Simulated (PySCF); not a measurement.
## Tl³⁺ (thallium, charge +3) across methods

[Xe] 4f14 5d10, closed-shell 1S. Computed with PySCF 2.14 in aug-cc-pVDZ-PP with ECP60MDF, with scalar relativity through the core potential.

| method | E (hartree) | mean ε 5s (eV) | mean ε 5p (eV) | mean ε 5d (eV) | Σ⟨r²⟩ (bohr²) | ⟨S²⟩ |
| --- | --- | --- | --- | --- | --- | --- |
| PBE | -170.4647 | -161.02 | -106.86 | -44.433 | 29.91 | 0.000 |
| B97-3 | -170.5086 | -167.17 | -111.71 | -46.661 | 29.75 | 0.000 |
| wB97M-V | -170.3978 | -169.42 | -114.12 | -49.115 | 29.81 | 0.000 |
| r2SCAN | -170.5186 | -163.94 | -109.00 | -44.894 | 29.71 | 0.000 |
| UHF | -169.61793 | -182.78 | -123.76 | -51.758 | 29.65 | 0.000 |
| LDA | -170.1478 | -160.78 | -106.62 | -44.460 | 30.04 | 0.000 |
| PW91 | -170.5288 | -161.16 | -106.99 | -44.531 | 29.91 | 0.000 |
| PBE0 | -170.4528 | -166.76 | -111.37 | -46.561 | 29.79 | 0.000 |

Estimate the same row for M06.

E (hartree) = -170.4957; mean ε 5s (eV) = -165.33; mean ε 5p (eV) = -110.49; mean ε 5d (eV) = -46.594; Σ⟨r²⟩ (bohr²) = 29.74; ⟨S²⟩ = 0.000.

Energies and moments cover only the electrons outside the core potential. Spin-orbit coupling, which splits the p, d and f shells strongly at this Z, is absent.
